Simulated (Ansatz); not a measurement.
```yaml
atoms:
  - { symbol: C, position_ang: [0.0054, -0.0592, -0.5924] }
  - { symbol: C, position_ang: [-0.0044, -0.0484, 0.7314] }
  - { symbol: H, position_ang: [-0.0079, 0.6822, 1.5338] }
  - { symbol: H, position_ang: [-0.0056, -0.9811, -1.1587] }
  - { symbol: H, position_ang: [-0.0055, 0.8851, -1.1662] }
```

Basis set: cc-pVDZ (spherical functions). Frozen core: 2 orbitals. Charge 0, multiplicity 2.

Computed with Ansatz (development build ahead of 0.2.0); each method stands on the lowest determinant of its kind that the runs found.

The atomization energy at this shape (free ground-state atoms in the same class of orbitals less the molecule, no zero-point energy) of doublet C2H3:

```json
{"method": "UHF", "atomization energy": "14.35 eV"}
```

**Question.** What does UHF-MP2 give?

**Answer.** 17.75 eV. Caution: the unrestricted determinant is spin contaminated.
